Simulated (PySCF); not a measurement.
Input for PySCF: R-HF/3-21G on Br2, 2S+1 = 1, a spin state set in the input, which need not be the lowest, a point of a bond scan (R = 2.231 Å).

```python
from pyscf import gto, scf, dft, mp
from pyscf.data.elements import chemcore

mol = gto.M(
    atom='''
    Br    0.00000000    0.00000000    0.00000000
    Br    0.00000000    0.00000000    2.23123600
    ''',
    basis='3-21g',
    charge=0, spin=0, verbose=3, max_memory=1800)
mf = scf.RHF(mol)
mf.conv_tol = 1e-8
mf.max_cycle = 100
mf.kernel()
if not mf.converged:
    mf = mf.newton().run(mf.mo_coeff, mf.mo_occ)
```

Program output:

```
converged SCF energy = -5120.06253494738
```

The run converged.

Cost: roughly 0.21 core-seconds.
